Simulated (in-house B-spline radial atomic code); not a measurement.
Spin-orbit splittings of orbital energies (j = l + 1/2 less j = l - 1/2) and ratios of mean radii (lower j over upper j) along the 6-electron series, configuration [He] 2s2 2p2. Computed with a B-spline radial code for spherical atoms: Dirac-Hartree-Fock, average of the configuration, finite nuclei.

```tsv
ion	Z	splitting of 2p (eV)	radius ratio of 2p
Sm56+	62	663.87	0.92839
Eu57+	63	712.72	0.92584
Gd58+	64	764.42	0.92324
Tb59+	65	?	?
Dy60+	66	876.89	0.91787
Ho61+	67	937.95	0.9151
Er62+	68	1002.41	0.91227
Tm63+	69	1070.45	0.90939
Yb64+	70	1142.2	0.90644
Lu65+	71	?	?
Hf66+	72	?	?
Ta67+	73	1381.57	0.89723
W68+	74	1470	0.89404
Re69+	75	1563.08	0.89078
Os70+	76	1661.01	0.88745
Ir71+	77	1764.03	0.88406
Pt72+	78	1872.35	0.88059
Au73+	79	1986.22	0.87706
Hg74+	80	2105.89	0.87346
Tl75+	81	2231.62	0.86978
```

Fill in the row of Tb59+.

splitting of 2p (eV): 819.1; radius ratio of 2p: 0.92058.

Fill in the row of Lu65+.

splitting of 2p (eV): 1217.85; radius ratio of 2p: 0.90344.

Fill in the row of Hf66+.

splitting of 2p (eV): 1297.58; radius ratio of 2p: 0.90037.

With what power of Z does the column «splitting of 2p (eV)» change over this range?

A fit of the logarithm of its size against log Z from Z = 62 to 81 has slope 4.53. An unscreened hydrogenic electron would give 4 at low Z; screening makes the apparent power larger near the neutral end, and relativity raises it again at high Z.
